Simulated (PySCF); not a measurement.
# Ca⁺ (calcium, charge +1): UHF calculation

Configuration: [Ar] 4s1, 2S determinant. All numbers are calculated (PySCF 2.14, no relativity, point nucleus, in dyall-av2z (17s13p4d, 76 functions)).

- Total energy: -676.564575 hartree
- One-electron energy: -921.6504 hartree
- Hartree (Coulomb) energy: 280.1931 hartree
- Exchange energy: -35.1073 hartree
- Kinetic energy: 676.55520 hartree
- ⟨S²⟩: 0.7502
- ⟨L²⟩: 0.000
- Sum of ⟨r⟩: 16.52 bohr
- Sum of ⟨r²⟩: 31.26 bohr²
- Density at the nucleus (Gaussians lack the cusp): 5240 bohr⁻³
- Spin density at the nucleus: 2.26 bohr⁻³
- Langevin diamagnetic susceptibility: -24.8 ×10⁻⁶ cm³/mol

| shell | electrons | mean orbital energy (hartree) | rms radius, mean of both spins (bohr) |
| --- | --- | --- | --- |
| 1s α | 1 | -149.61124 | 0.0896 |
| 1s β | 1 | -149.60832 | 0.0896 |
| 2s α | 1 | -17.06947 | 0.395 |
| 2s β | 1 | -17.06461 | 0.395 |
| 2p α | 3 | -13.87528 | 0.363 |
| 2p β | 3 | -13.87355 | 0.363 |
| 3s α | 1 | -2.49116 | 1.24 |
| 3s β | 1 | -2.47937 | 1.24 |
| 3p α | 3 | -1.58420 | 1.38 |
| 3p β | 3 | -1.57962 | 1.38 |
| 4s α | 1 | -0.41657 | 3.96 |
